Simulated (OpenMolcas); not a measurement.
**How basis sets differ on SnSiH4OF (SMILES [F][SnH][O][SiH3])**

SnSiH4OF has 8 atoms, charge 0, and is taken as a doublet. SMILES: `[F][SnH][O][SiH3]`. Geometry: relaxed at PBE0-D4/def2-TZVP. This is one conformer, not always the lowest.

```xyz
8

F    -1.6073    1.7317    1.0203
Sn   -0.4207    1.8745   -0.4935
O     0.2100    0.0393   -0.6944
Si    0.7138   -1.1827    0.2769
H    -1.4357    2.1763   -1.8771
H     1.7291   -1.9821   -0.4567
H    -0.4272   -2.0613    0.6436
H     1.3303   -0.6529    1.5250
```

Each level gives the dipole moment (D). The values are calculated.

```csv
level,kind,program,value (D),CPU time
ROHF/ANO-RCC-MB (DKH2),Hartree–Fock,OpenMolcas,2.78,6.6 s
UHF/STO-3G,Hartree–Fock,OpenMolcas,2.24,4.5 s
UHF/3-21G,Hartree–Fock,OpenMolcas,3.11,5.8 s
UHF/def2-SVP (core potential),Hartree–Fock,OpenMolcas,3.22,12 s
```

All-electron rows without a relativistic Hamiltonian named are non-relativistic, while core potentials hold scalar relativity, so basis and relativity change together. The values span 2.24 to 3.22 D. Magnitudes only. Sets without polarisation functions give poor dipoles. Times are those of the runs behind each value, whatever else they computed, on shared processors of several kinds: orders of magnitude only.
